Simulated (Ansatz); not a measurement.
Two structures of Si2H8OF2, singlet, reached by relaxing down either side of one saddle point (PBE0-D4/def2-TZVP). Energies are electronic, without zero-point energy. Ansatz 0.2.0; basis: def2-TZVPP and def2-QZVPP; cores frozen in the correlated methods. Extrapolation: Hartree–Fock as exp(−7.88 √X), correlation as X^−2.97. First:

```
13
angstrom
Si -0.2136 0.3318 0.6266
H -0.1363 -1.1520 0.3858
O -1.0704 0.9630 -0.6092
Si -1.1186 1.3273 -2.2043
H 1.1612 0.8791 0.6363
H -0.9469 0.5707 1.8830
H 1.6748 -1.5560 2.5196
F 1.3607 -0.7886 2.9473
H 1.0139 -2.2169 0.6987
F 1.6874 -2.6692 1.1669
H 0.0661 2.1435 -2.5762
H -2.3605 2.0911 -2.4677
H -1.1178 0.0761 -3.0067
```

Second:

```
13
angstrom
Si -0.2766 0.8157 1.5202
H -1.1194 -2.5280 0.4692
O -0.5588 0.8712 -0.0549
Si -0.2822 0.8431 -1.6780
H 0.0450 2.1532 2.0575
H -1.3883 0.1498 2.2249
H 1.7617 -0.9861 0.4397
F 1.0383 -0.0907 1.7818
H -0.4721 -2.4558 0.1033
F 1.9104 -1.3227 -0.4144
H 1.1078 1.2724 -1.9574
H -1.2353 1.7982 -2.2954
H -0.5302 -0.5202 -2.1964
```

Question: Which bonds change from the first to the second?

Answer: Si₂H₆O ([SiH3][O][SiH3]) + HF + HF → Si₂H₅OF ([F][SiH2][O][SiH3]) + HF + H₂; bonds formed: Si1–F8, H2–H9, H7–F10; bonds broken: Si1–H2, H7–F8, H9–F10.

Question: Give the saddle point's structure and its height above each. (Judge from chemistry; the value comes from the calculation.)

Answer: By the calculation: 29.89 kcal/mol above the first and 60.40 kcal/mol above the second (CCSD(T) at an estimated basis limit (MP2 extrapolated from triple and quadruple zeta, plus CCSD(T) − MP2 in triple zeta)).
```xyz
13
angstrom
Si -0.0206 0.3596 0.9525
H 0.0047 -1.1347 0.1914
O -0.9799 0.7913 -0.3300
Si -0.9546 1.0737 -1.9408
H 1.1942 1.1626 0.7166
H -0.9895 0.5268 2.0447
H 1.4183 -1.5711 1.8218
F 1.0195 -0.5594 2.2636
H 0.6508 -1.7235 0.4860
F 1.5094 -2.3933 1.0936
H 0.2574 1.8502 -2.3152
H -2.1723 1.8375 -2.3068
H -0.9372 -0.2197 -2.6774
```

No T1 diagnostic of these runs exceeds 0.013.

Labels in which every atom is bracketed show which atoms are joined, not bond orders.

For scale, one of the runs: CCSD(T)/def2-TZVPP, 289 basis functions, launched by `ansatz run in.yaml --threads 8 --pin off --events-out ev --progress --plain --max-ram 19148MiB`. The run took 3 min on 8 CPU threads of an Arm Neoverse V2 (shared host), with 9.1 GiB of host memory at its peak.
